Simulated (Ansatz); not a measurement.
Consider the ligand exchange at the Si–S bond: `CO[SiH2]S[SiH3]` + `C[S][Sn][OH]` → `C[S][Sn][O][SiH3]` + `CO[SiH2]S`.

Isolated molecules relaxed with PBE0-D4/def2-TZVP in Ansatz; ΔE leaves out vibrations. CCSD(T)/CBS adds triple-zeta CCSD(T) − MP2 to the extrapolated MP2 energy (def2 sets, frozen cores). This one scheme is used for every species. DFT in def2-TZVPP. def2 core potentials past Kr. For Sn outer-core shells are correlated without core-valence functions, which leaves a few kJ/mol of doubt a bond. One conformer a species, not always the lowest.

`CO[SiH2]S[SiH3]`:

Cartesian coordinates in Å:
```
C 2.036 -0.096 -0.466
O 1.536 -1.099 0.391
Si 0.019 -1.110 0.993
S -1.474 -1.134 -0.538
Si -1.988 0.939 -0.470
H 1.481 -0.071 -1.409
H 1.981 0.894 0.002
H 3.081 -0.323 -0.679
H -0.225 0.102 1.823
H -0.091 -2.357 1.777
H -2.896 1.179 -1.618
H -0.779 1.792 -0.603
H -2.679 1.283 0.798
```

`C[S][Sn][OH]`:

```xyz
8

C     0.252   -0.068    1.073
S     0.876   -1.432    0.053
Sn    0.134   -0.938   -2.219
O    -0.823    0.759   -1.863
H     0.666    0.889    0.754
H     0.574   -0.255    2.097
H    -0.838   -0.028    1.060
H    -0.839    1.073   -0.955
```

`C[S][Sn][O][SiH3]`:

Z-matrix (Å, degrees):
```
C
S 1 1.814
H 1 1.090 2 108.5
H 1 1.089 2 110.7 3 120.7
H 1 1.089 2 108.5 3 -118.7
Sn 2 2.414 1 106.2 3 -120.6
O 6 1.993 2 95.9 1 0.0
Si 7 1.631 6 138.3 2 179.9
H 8 1.488 7 110.3 6 -119.9
H 8 1.488 7 110.3 6 120.1
H 8 1.493 7 111.3 6 0.0
```

`CO[SiH2]S`:

Cartesian coordinates in Å:
```
C 0.349 0.488 1.567
O 0.419 -0.394 0.468
Si -0.566 -0.259 -0.835
S 0.078 -1.580 -2.363
H 1.210 0.298 2.209
H 0.378 1.536 1.247
H -0.563 0.326 2.151
H -0.551 1.155 -1.298
H -1.957 -0.677 -0.525
H 1.204 -0.894 -2.622
```

```tsv
level	ΔE (kJ/mol)	difference from CCSD(T)/CBS
revPBE-D4	-20.9	18.4
PBE0-D4	-28.7	10.6
r2SCANh-D4	-35.7	3.6
r2SCAN0-D4	-36.9	2.4
BHLYP-D4	-49.2	-9.9
B2PLYP	-46.7	-7.4
CAM-B3LYP	-51.0	-11.7
HF/def2-SVP	-63.9	-24.6
CCSD(T)/def2-TZVPP	-43.4	-4.1
MP2/CBS(def2)	-36.5	2.8
CCSD(T)/CBS	-39.3	0
```

Largest T1 diagnostic among the species: 0.016.

From PBE to PBE0 (25 % exact exchange), in def2-TZVPP and without D4, ΔE moves by −4.6 kJ/mol. The D4 term adds +6.1 kJ/mol with B3LYP and +3.3 kJ/mol with PBE0; it sums over pairs of atoms, weighted by their polarisabilities, and B3LYP, whose exchange is more repulsive, gets the larger term.

B3LYP here is the variant with VWN-RPA as its local correlation; programs differ in this.
